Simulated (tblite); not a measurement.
Compound: C6H11O2 (doublet state).
Z-matrix (Å and degrees, GFN2-xTB geometry), rows numbered from 1:
```
C 
C   1  1.5384
C   2  1.4841  1  110.85
C   3  1.4788  2  120.03  1    91.62
C   3  1.4329  2  121.68  1   -85.77
O   5  1.2221  3  124.86  2   178.31
O   5  1.3643  3  113.33  2    -1.79
C   7  1.4142  5  115.14  3  -179.32
H   1  1.0870  2  109.92  3   179.98
H   1  1.0864  2  109.99  3    60.14
H   1  1.0874  2  110.47  3   -59.95
H   2  1.0924  1  108.82  3   120.73
H   2  1.0910  1  108.14  3  -120.54
H   4  1.0918  3  110.58  2   -52.48
H   4  1.0928  3  110.52  2    65.59
H   4  1.0870  3  109.99  2  -173.83
H   8  1.0876  7  106.33  5  -173.67
H   8  1.0927  7  110.48  5   -53.53
H   8  1.0932  7  110.48  5    66.45
```

Computed values, GFN2-xTB/tblite, gas phase, harmonic and unscaled. The method is semi-empirical: single wavenumbers can be off by several per cent or more. One conformer, not necessarily the lowest. Open shells enter through the occupations alone, without spin polarisation, and single modes of such species can be off by tens of per cent.

Harmonic wavenumbers (cm⁻¹): 45.8, 72.0, 84.7, 102.3, 134.3, 175.2, 207.3, 222.5, 316.4, 330.8, 418.9, 485.3, 582.5, 659.9, 803.0, 825.5, 938.0, 973.0, 1014.1, 1023.8, 1050.6, 1060.0, 1117.7, 1127.7, 1152.4, 1223.4, 1281.1, 1313.1, 1361.1, 1378.4, 1390.1, 1394.9, 1441.3, 1443.9, 1453.1, 1465.0, 1470.5, 1491.8, 1496.7, 1641.9, 2949.8, 2958.9, 2969.0, 2976.2, 2978.1, 2989.5, 3034.4, 3037.5, 3038.8, 3052.4, 3054.0.

A = 2826, B = 1570, C = 1105 MHz; mass 115.076 u (most abundant isotopes); point group C1, symmetry number 1; spin multiplicity 2.

Zero-point energy?

Half the sum of the wavenumbers: 34604 cm⁻¹ = 98.94 kcal/mol.

What is S at 273.15 K and 1 bar for an ideal gas of classical rigid rotors and harmonic oscillators?

Translation 39.73, rotation 28.31, vibration 29.49, spin (R ln 2) 1.38: S = 98.9 cal/(mol K).

And Cp and H(273.15 K) − H(0)?

Cp = 34.81 cal/(mol K), of which vibrations give 26.87 (their classical limit is 51 R = 101.3); H(273.15 K) − H(0) = 6.26 kcal/mol without the zero-point energy, 4.09 from vibrations.

What must be added to the electronic energy to get the Gibbs energy at 273.15 K and 1 bar?

ZPE + [H(273.15 K) − H(0)] − T·S = 98.94 + 6.26 − 27.02 = 78.18 kcal/mol.

Which modes carry the vibrational entropy at 273.15 K?

45.8 cm⁻¹: 4.82; 72.0 cm⁻¹: 3.93; 84.7 cm⁻¹: 3.61; 102.3 cm⁻¹: 3.24; 134.3 cm⁻¹: 2.72; 175.2 cm⁻¹: 2.22 cal/(mol K); the other 45 give 8.97 together.

Blend soft modes into free rotors: weight 1/[1 + (100 cm⁻¹/ν̃)⁴] for the oscillator and the rest for a rotor with moment μB/(μ + B), μ = h/(8π²ν), B = 10⁻⁴⁴ kg m². What vibrational entropy results?

26.90 cal/(mol K) in place of 29.49, which changes −T·S at 273.15 K by +0.71 kcal/mol.

Hindered rotation and anharmonicity are outside this model. Other conformers, if any are populated, would add a mixing term that is left out. The structure is chiral; the term R ln 2 for an equal mix with its mirror image is left out.
